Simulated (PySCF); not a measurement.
PySCF job for SbClBr₂, SMILES [Cl][Sb]([Br])[Br], TDDFT-LC-ωPBE/def2-SVPD. The structure is a stationary point at r2SCAN-D4/def2-SVP. The structure was generated by enumeration; whether it is a known compound was not checked. The def2 effective core potentials stand for the cores of Sb; spin–orbit coupling is left out.

```python
import numpy as np
from pyscf import gto, scf, dft, tdscf

mol = gto.M(
    atom='''
    Sb    0.68285376   -0.45033907   -0.00000000
    Cl   -0.86830766   -2.25176278   -0.00000000
    Br   -0.28663302    0.87496085    1.92123951
    Br   -0.28663302    0.87496085   -1.92123950
    ''',
    basis='def2-SVPD',
    ecp={'Sb': 'def2-svp'},
    charge=0,
    spin=0,
    symmetry=True,
    max_memory=1600,
    verbose=4,
)
mf = dft.RKS(mol, xc='lc_wpbe').density_fit(auxbasis='def2-universal-jkfit')
mf.grids.level = 3
mf.conv_tol = 1e-9
mf.max_cycle = 100
mf.kernel()
mf.grids = dft.Grids(mol).set(level=1).build(with_non0tab=True)  # coarser grid for the response kernel
td = tdscf.TDDFT(mf)
td.singlet = True
td.nstates = 10
td.conv_tol = 1e-4
td.positive_eig_threshold = 1e-6
td.kernel(x0=td.get_init_guess(mf, 15))
td.analyze()
tt = tdscf.TDA(mf)
tt.singlet = False
tt.nstates = 4
tt.conv_tol = 1e-4
tt.positive_eig_threshold = 1e-6
tt.kernel(x0=tt.get_init_guess(mf, 9))
tt.analyze(verbose=3)
```

It prints:

```
PySCF version 2.14.0

[INPUT] verbose = 4
[INPUT] num. atoms = 4
[INPUT] num. electrons = 110
[INPUT] charge = 0
[INPUT] spin (= nelec alpha-beta = 2S) = 0
[INPUT] symmetry True subgroup None
[INPUT] Mole.unit = angstrom
[INPUT] Symbol           X                Y                Z      unit          X                Y                Z       unit  Magmom
[INPUT]  1 Sb     0.682853760000  -0.450339070000   0.000000000000 AA    1.290406589529  -0.851017505491   0.000000000000 Bohr   0.0
[INPUT]  2 Cl    -0.868307660000  -2.251762780000   0.000000000000 AA   -1.640863669262  -4.255214951689   0.000000000000 Bohr   0.0
[INPUT]  3 Br    -0.286633020000   0.874960850000   1.921239510000 AA   -0.541657906057   1.653436376217   3.630616493594 Bohr   0.0
[INPUT]  4 Br    -0.286633020000   0.874960850000  -1.921239500000 AA   -0.541657906057   1.653436376217  -3.630616474696 Bohr   0.0

nuclear repulsion = 762.323078767341
point group symmetry = Cs
symmetry origin: [ 1.91711335e-09 -4.51891031e-09  4.79278365e-09]
symmetry axis x: [1.00000000e+00 2.31253813e-09 4.64382533e-10]
symmetry axis y: [ 2.31253813e-09 -1.00000000e+00  2.82892415e-09]
symmetry axis z: [-4.6438254e-10  2.8289242e-09  1.0000000e+00]
num. orbitals of irrep A' = 82
num. orbitals of irrep A" = 59
number of shells = 53
number of NR pGTOs = 278
number of NR cGTOs = 141
basis = def2-SVPD
ecp = {'Sb': 'def2-svp'}


[settings echo left out]
init E= -5819.65152598298
HOMO (A") = -0.702657743639556  LUMO (A') = -0.615335078205408  gap/eV = 2.37617
cycle= 1 E= -5845.82306004037  delta_E= -26.2  |g|= 2.56  |ddm|= 10.6
HOMO (A') = -0.0586621763885162  LUMO (A') = 0.028343308063308  gap/eV = 2.36754
cycle= 2 E= -5846.25803332418  delta_E= -0.435  |g|= 2.12  |ddm|=  6.9
HOMO (A') = -0.360241944666967  LUMO (A') = -0.0342675038131177  gap/eV = 8.87022
cycle= 3 E= -5847.30082352539  delta_E= -1.04  |g|= 0.181  |ddm|= 2.77
HOMO (A') = -0.393381410701249  LUMO (A') = -0.0241376054922778  gap/eV = 10.04764
cycle= 4 E= -5847.3080678693  delta_E= -0.00724  |g|= 0.0834  |ddm|= 0.325
HOMO (A') = -0.395494785658156  LUMO (A') = -0.0220810717451343  gap/eV = 10.16110
cycle= 5 E= -5847.30907114127  delta_E= -0.001  |g|= 0.0129  |ddm|= 0.108
HOMO (A') = -0.396402031924071  LUMO (A') = -0.0221803938865381  gap/eV = 10.18309
cycle= 6 E= -5847.30919559264  delta_E= -0.000124  |g|= 0.00459  |ddm|= 0.0484
HOMO (A') = -0.396059653384691  LUMO (A') = -0.0215019910707223  gap/eV = 10.19223
cycle= 7 E= -5847.30920935272  delta_E= -1.38e-05  |g|= 0.00128  |ddm|= 0.0142
HOMO (A') = -0.396234099817263  LUMO (A') = -0.0216353531348652  gap/eV = 10.19335
cycle= 8 E= -5847.30921114328  delta_E= -1.79e-06  |g|= 0.000501  |ddm|= 0.00499
HOMO (A') = -0.396260659705713  LUMO (A') = -0.021619760985228  gap/eV = 10.19450
cycle= 9 E= -5847.30921134742  delta_E= -2.04e-07  |g|= 0.00018  |ddm|= 0.00157
HOMO (A') = -0.396250689841011  LUMO (A') = -0.0216007219402162  gap/eV = 10.19474
cycle= 10 E= -5847.30921138121  delta_E= -3.38e-08  |g|= 5.21e-05  |ddm|= 0.000736
HOMO (A') = -0.396252352524475  LUMO (A') = -0.0216011073269204  gap/eV = 10.19478
cycle= 11 E= -5847.30921138426  delta_E= -3.05e-09  |g|= 1.55e-05  |ddm|= 0.000232
HOMO (A') = -0.396252662012307  LUMO (A') = -0.021601088412819  gap/eV = 10.19479
cycle= 12 E= -5847.3092113845  delta_E= -2.42e-10  |g|= 4.07e-06  |ddm|= 7.25e-05
HOMO (A') = -0.396252354069681  LUMO (A') = -0.0216006905032128  gap/eV = 10.19479
Extra cycle  E= -5847.3092113845  delta_E= 7.28e-12  |g|= 2.31e-06  |ddm|= 1.21e-05
converged SCF energy = -5847.3092113845
tot grids = 29008
Overwritten attributes  positive_eig_threshold  of <class 'pyscf.tdscf.rks.TDDFT'>


******** <class 'pyscf.tdscf.rks.TDDFT'> for <class 'pyscf.df.df_jk.DFSymAdaptedRKS'> ********
nstates = 10 singlet
deg_eia_thresh = 1.000e-03
wfnsym = None
conv_tol = 0.0001
eigh lindep = 1e-12
eigh level_shift = 0
eigh max_cycle = 100


Excitation energies (eV)
[5.06392407 5.13789492 5.32798583 5.37046846 5.53756096 5.78553796
 5.82016971 6.1748566  6.22583352 6.27705814]

** Singlet excitation energies and oscillator strengths **
Excited State   1:   A'      5.06392 eV    244.84 nm  f=0.0584
      52 -> 56       -0.10073
      53 -> 57       -0.14969
      55 -> 56        0.65701
Excited State   2:   A"      5.13789 eV    241.31 nm  f=0.0141
      51 -> 57       -0.10514
      53 -> 56        0.20831
      54 -> 56        0.40141
      55 -> 57       -0.51617
Excited State   3:   A'      5.32799 eV    232.70 nm  f=0.0262
      52 -> 56       -0.23729
      52 -> 58        0.11366
      53 -> 57       -0.14464
      54 -> 57        0.10882
      55 -> 58        0.61180
Excited State   4:   A"      5.37047 eV    230.86 nm  f=0.0067
      51 -> 57       -0.11022
      52 -> 57       -0.29359
      53 -> 56       -0.45939
      54 -> 56        0.38659
      55 -> 57        0.12065
Excited State   5:   A'      5.53756 eV    223.90 nm  f=0.0225
      51 -> 56        0.28644
      52 -> 56        0.30662
      53 -> 57        0.14341
      54 -> 57       -0.47272
      55 -> 58        0.22379
Excited State   6:   A'      5.78554 eV    214.30 nm  f=0.0418
      49 -> 56       -0.11758
      51 -> 56       -0.10893
      52 -> 56        0.34464
      52 -> 58        0.10897
      53 -> 57        0.35275
      54 -> 57        0.35676
      55 -> 56        0.21643
      55 -> 58        0.13893
Excited State   7:   A"      5.82017 eV    213.03 nm  f=0.1068
      50 -> 56       -0.14053
      51 -> 57       -0.18570
      53 -> 56        0.33445
      53 -> 58        0.26612
      54 -> 56        0.26427
      54 -> 58       -0.12462
      55 -> 57        0.38276
Excited State   8:   A"      6.17486 eV    200.79 nm  f=0.0526
      50 -> 58       -0.41392
      51 -> 57       -0.12969
      52 -> 57       -0.14002
      53 -> 56        0.14700
      53 -> 58       -0.43793
      54 -> 58       -0.11694
      55 -> 57        0.14777
Excited State   9:   A"      6.22583 eV    199.14 nm  f=0.0173
      50 -> 58        0.12367
      52 -> 57        0.10790
      53 -> 56       -0.10495
      54 -> 58       -0.65715
Excited State  10:   A'      6.27706 eV    197.52 nm  f=0.0240
      49 -> 58        0.18331
      50 -> 57        0.14629
      51 -> 58       -0.31621
      52 -> 56       -0.15595
      52 -> 58        0.48826
      53 -> 57        0.17229
      55 -> 58       -0.16359

** Transition electric dipole moments (AU) **
state          X           Y           Z        Dip. S.      Osc.
  1        -0.5712      0.3795      0.0000      0.4703      0.0584
  2        -0.0000      0.0000     -0.3344      0.1118      0.0141
  3         0.3134      0.3199     -0.0000      0.2005      0.0262
  4         0.0000      0.0000      0.2261      0.0511      0.0067
  5         0.1743      0.3678      0.0000      0.1657      0.0225
  6        -0.0154      0.5427      0.0000      0.2947      0.0418
  7         0.0000      0.0000      0.8654      0.7490      0.1068
  8         0.0000     -0.0000      0.5898      0.3479      0.0526
  9        -0.0000      0.0000     -0.3371      0.1136      0.0173
 10         0.0303     -0.3939     -0.0000      0.1560      0.0240

WARN: ECP detected. Skipping calculation of transition velocity and magnetic dipole moments, which have not yet been implemented.

Overwritten attributes  positive_eig_threshold  of <class 'pyscf.tdscf.rks.TDA'>


******** <class 'pyscf.tdscf.rks.TDA'> for <class 'pyscf.df.df_jk.DFSymAdaptedRKS'> ********
nstates = 4 triplet
deg_eia_thresh = 1.000e-03
wfnsym = None
conv_tol = 0.0001
eigh lindep = 1e-12
eigh level_shift = 0
eigh max_cycle = 100


Excitation energies (eV)
[4.15710978 4.17077139 4.42056068 4.80681094]

** Triplet excitation energies and oscillator strengths **
Excited State   1:   A'      4.15711 eV    298.25 nm  f=0.0000
Excited State   2:   A"      4.17077 eV    297.27 nm  f=0.0000
Excited State   3:   A'      4.42056 eV    280.47 nm  f=0.0000
Excited State   4:   A"      4.80681 eV    257.93 nm  f=0.0000
```

Self-consistency was reached.

Cost: around 3 core-minutes (rough).
